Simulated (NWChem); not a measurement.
Species: CaHSCl; SMILES [SH][Ca][Cl]

```xyz
4

Ca     0.3210    -0.0421     0.0064
Cl    -0.1687    -2.4409    -0.0054
S     -0.1298     2.4962    -0.0087
H     -1.4742     2.3975     0.1018
```
Atoms are numbered in this order, from 1.

Program: NWChem. Coordinates come from a PBE0/def2-SVP optimisation. Total energies compare along this basis series because the functional is fixed.

```json
[
 {"level": "B3LYP/cc-pVDZ", "basis functions": "68", "energy (Ha)": "-1536.7794", "highest occupied level (eV)": "-6.46", "orbital gap (eV)": "3.96", "dipole (D)": "2.11"},
 {"level": "B3LYP/cc-pVTZ", "basis functions": "125", "energy (Ha)": "-1536.8250", "highest occupied level (eV)": "-6.52", "orbital gap (eV)": "4.09", "dipole (D)": "2.24"},
 {"level": "B3LYP/cc-pVQZ", "basis functions": "216", "energy (Ha)": "-1536.8356", "highest occupied level (eV)": "-6.54", "orbital gap (eV)": "4.11", "dipole (D)": "___"}
]
```

Task: Complete the blanks.

Result: 
- B3LYP/cc-pVQZ, dipole (D): 2.28
